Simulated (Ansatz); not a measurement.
The same ligand exchange along the group C, Si, Ge.

Program: Ansatz. Geometries: PBE0-D4/def2-TZVP. ΔE: electronic, gas phase. CCSD(T)/CBS is the MP2 limit (def2-TZVPP, def2-QZVPP) plus CCSD(T) − MP2 in def2-TZVPP, frozen cores. This one scheme is used for every species. Functionals use def2-TZVPP. For Ge outer-core shells are correlated without core-valence functions, which leaves a few kJ/mol of doubt a bond. Scalar relativity is left out up to krypton. One conformer a species, not always the lowest.

| reaction | LDA (SPW92) (kcal/mol) |
| --- | --- |
| `BNC` + `[NH2][AlH][OH]` → `B[O][AlH][NH2]` + CH₃NH₂ | 7.2 |
| `BN[SiH3]` + `[NH2][AlH][OH]` → `B[O][AlH][NH2]` + `N[SiH3]` | 1.0 |
| `B[NH][GeH3]` + `[NH2][AlH][OH]` → `B[O][AlH][NH2]` + `[NH2][GeH3]` | 3.2 |

Problem. Give the CCSD(T)/CBS values in the same order. (Best estimate.)

Solution. The calculation gave: 3.7, -0.2, 1.6 kcal/mol.

Largest T1 diagnostic: 0.013, for `B[O][AlH][NH2]`.
